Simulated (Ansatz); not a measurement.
Cartesian coordinates in Å:
```
C -0.515 1.795 0.222
Al 0.453 0.098 0.363
Al 2.270 -1.531 -0.055
Ga 0.027 -2.548 -0.076
F -1.314 -3.673 0.116
H -1.529 1.698 0.621
H -0.011 2.580 0.793
H -0.591 2.128 -0.817
H 1.209 -0.546 -1.168
```

Total charge 0; spin multiplicity 1.

(1) List the PBE0/def2-TZVPP orbital energies in eV (Ansatz 0.2.0). (Best estimate.)

Results:

(1) Computed: Occupied: -10147.51, -1528.02, -1527.95, -1253.32, -1109.47, -1109.44, -1109.38, -672.58, -277.78, -151.62, -113.79, -113.79, -104.53, -104.45, -104.33, -73.84, -73.81, -73.79, -73.75, -73.72, -73.66, -31.43, -23.59, -23.58, -23.53, -23.47, -23.37, -19.33, -13.68, -12.34, -11.39, -11.38, -10.85, -10.84, -9.56, -8.35, -6.83, -6.02. Lowest empty: -2.44, -1.51, -0.89, -0.62, -0.31, 0.83, 1.22, 1.57.
